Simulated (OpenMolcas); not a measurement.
Cu2+ (d9) on a cation site of an ionic host was computed by SS-CASPT2, IPEA 0.25 Eh, imaginary shift 0.1 Eh with the d shell active (OpenMolcas, ANO-RCC-VDZP on the metal). Its lowest spin-free states, and all those of the highest spin:

```json
{"2S+1": "2", "Degeneracy": "2", "E (cm-1)": "0"}
{"2S+1": "2", "Degeneracy": "3", "E (cm-1)": "10070"}
```

Problem. Is the site octahedral, tetrahedral or cube-like, axial, or of lower symmetry?

Solution. The states with 2S+1 = 2 have orbital degeneracies 2, 3. Threefold states need a cubic site. For d9 at this spin an octahedron puts the twofold E below the threefold T2 and a tetrahedron or cube puts the threefold T2 below the twofold E, so the site is octahedral. The first gap at this spin, 10100 cm-1, is |10Dq| in ligand-field theory. The run had Cu2+ with its 6 nearest oxide ions at 2.108 Å, on the Mg site of MgO (a = 4.2112 Å, distance in the model lattice 2.106 Å). The rest of the host is ab initio model potentials to 7.6 Å, with orthogonalisation functions on the cations behind the ligands, and point charges beyond; the distance is set by hand and nothing relaxes. Ligand basis ANO-RCC-VDZP.

Over all roots computed the reference weight is 0.71; a low but even weight reflects the number of correlated electrons. An orbital doublet at a regular site is open to a Jahn-Teller distortion, which this geometry leaves out. A single d shell leaves out the double-shell effect, which counts most for late 3d ions, where the CASPT2 field can be off either way by tens of per cent. Ligand-to-metal charge-transfer states are missing. With one d shell and no ligand orbital active, 10Dq can be off by tens of per cent for divalent 3d ions, low with halides held by bare charges and at times high in hosts, and the orbital part of g and χT goes as 1/10Dq. Free-ion shares, where given, are those of the reference states; single-state CASPT2 does not remix them. No measured value stands beside these numbers; the geometry was set by hand and not optimised.
